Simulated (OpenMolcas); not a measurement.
# A ladder of methods for SiN2H4F (SMILES N[Si](N)F)

The species is SiN2H4F (8 atoms), meant as a doublet with charge 0. As SMILES, `N[Si](N)F`. The coordinates come from a PBE0-D4/def2-TZVP relaxation. This is one conformer, not always the lowest.

| atom | x (Å) | y (Å) | z (Å) |
| --- | --- | --- | --- |
| N | -0.8149 | 1.0315 | -0.3599 |
| Si | 0.5172 | -0.0207 | -0.5813 |
| N | 0.7803 | -0.7933 | 0.9107 |
| F | 0.0453 | -0.9712 | -1.7940 |
| H | -1.3317 | 1.3489 | -1.1650 |
| H | -0.7638 | 1.7447 | 0.3502 |
| H | 1.6486 | -1.2548 | 1.1205 |
| H | 0.0111 | -1.1423 | 1.4632 |

Quantity: the dipole moment, in D. The values are calculated.

```tsv
level	kind	program	value (D)	CPU time
UHF/def2-SVPD	Hartree–Fock	OpenMolcas	2.05	24 s
U-revPBE/def2-SVPD	GGA	OpenMolcas	2.02	79 s
UBLYP/def2-SVPD	GGA	OpenMolcas	2.01	78 s
UPBE/def2-SVPD	GGA	OpenMolcas	2.04	78 s
U-r2SCAN/def2-SVPD	meta-GGA	OpenMolcas	2.02	99 s
UTPSS/def2-SVPD	meta-GGA	OpenMolcas	2.01	1.8 min
UB3LYP/def2-SVPD	global hybrid	OpenMolcas	2.03	75 s
UBHLYP/def2-SVPD	global hybrid	OpenMolcas	2.05	74 s
```

The values span 2.01 to 2.05 D. Magnitudes only. Times are those of the runs behind each value, whatever else they computed, on shared processors of several kinds: orders of magnitude only.
